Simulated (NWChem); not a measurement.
Species: isopropylamine (C₃H₉N); SMILES CC(C)N

```xyz
13

C      0.6905     0.1155     1.2576
C     -0.0244    -0.3557     0.0000
C      0.6905     0.1155    -1.2576
N     -1.3804     0.1743     0.0000
H      1.7256    -0.2566     1.2926
H      0.7092     1.2160     1.2928
H      0.1773    -0.2416     2.1653
H     -0.0003    -1.4691     0.0000
H      0.1773    -0.2416    -2.1653
H      0.7092     1.2160    -1.2928
H      1.7256    -0.2566    -1.2926
H     -1.8909    -0.1641    -0.8140
H     -1.8909    -0.1641     0.8140
```
Atoms are numbered in this order, from 1.

Program: NWChem. Geometry: optimised at PBE0/def2-SVP. Level: M05-2X/def2-SVP with SMD (1 M gas to 1 M solution), gas-phase geometry.

| solvent | dielectric constant | solvation free energy (kcal/mol) | cavity-dispersion-structure term (kcal/mol) | dipole in solution (D) |
|---|---|---|---|---|
| water | 78.4 | [?] | [?] | 1.78 |
| 1-octanol | 9.86 | -4.2 | -0.1 | 1.72 |
| 1-propanol | 20.5 | -4.6 | -0.3 | 1.75 |
| anisole | 4.22 | -3.4 | 0.0 | 1.64 |

Task: Complete the blanks.

Result: 
- water, solvation free energy (kcal/mol): -2.6
- water, cavity-dispersion-structure term (kcal/mol): 1.9
